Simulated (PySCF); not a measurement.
## Electronic structure of Zn (zinc, neutral) at the UHF level

Configuration: [Ar] 3d10 4s2, closed-shell 1S. Computed with PySCF 2.14 in aug-cc-pVDZ-PP with ECP10MDF (5s5p4d2f, 54 functions), with a scalar-relativistic core potential.

| Item | Value |
| --- | --- |
| Total energy | -225.952569 hartree |
| One-electron energy | -408.3130 hartree |
| Hartree (Coulomb) energy | 202.2087 hartree |
| Exchange energy | -19.8482 hartree |
| ⟨S²⟩ | 0.0000 |
| ⟨L²⟩ | 0.000 |
| Sum of ⟨r⟩ | 20.21 bohr |
| Sum of ⟨r²⟩ | 33.98 bohr² |

```
shell  electrons  mean orbital energy (eV)  rms radius, mean of both spins (bohr)
   3s          2                   -159.66                                  0.733
   3p          6                   -107.15                                  0.777
   3d         10                   -20.770                                   1.01
   4s          2                    -8.141                                   3.09
```

Energies and moments cover only the electrons outside the core potential.
